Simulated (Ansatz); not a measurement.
Computed with Ansatz on PBE0-D4/def2-TZVP structures; ΔE is electronic, products minus reactants. CCSD(T)/CBS is the MP2 limit (def2-TZVPP, def2-QZVPP) plus CCSD(T) − MP2 in def2-TZVPP, frozen cores. This one scheme is used for every species. Functionals use def2-TZVPP. B3LYP here is the variant with VWN-RPA as its local correlation; programs differ in this. Elements past krypton have def2 core potentials. For Sn outer-core shells are correlated without core-valence functions, which leaves a few kJ/mol of doubt a bond. One conformer a species, not always the lowest.

Consider the ligand exchange at the Sn–F bond: `[F][SnH]([F])[O][SiH3]` + NH₃ → `[NH2][SnH]([F])[O][SiH3]` + H–F.

```
             level  ΔE (eV)
           ωB97M-V     0.53
               PBE     0.56
             B3LYP     0.61
   CCSD/def2-TZVPP     0.46
    MP2/def2-QZVPP     0.43
SCS-MP2/def2-QZVPP     0.49
     MP2/CBS(def2)     0.43
    CCSD/CBS(def2)     0.49
```

Q: What does CCSD(T)/CBS give? (Estimate.)

A: The calculation gave: +0.47 eV. The listed levels differ from it by 0.06, 0.09, 0.14, -0.01, -0.04, 0.02, -0.04, 0.02 eV.

Largest T1 diagnostic among the species: 0.014.

The D4 term adds −0.07 eV with B3LYP and −0.04 eV with PBE0; it sums over pairs of atoms, weighted by their polarisabilities, and B3LYP, whose exchange is more repulsive, gets the larger term. From PBE to PBE0 (25 % exact exchange), in def2-TZVPP and without D4, ΔE moves by −0.04 eV. In def2-TZVPP, CCSD(T) changes the Hartree–Fock value by −0.19 eV (the triples alone add −0.02 eV) and MP2 by −0.23 eV.
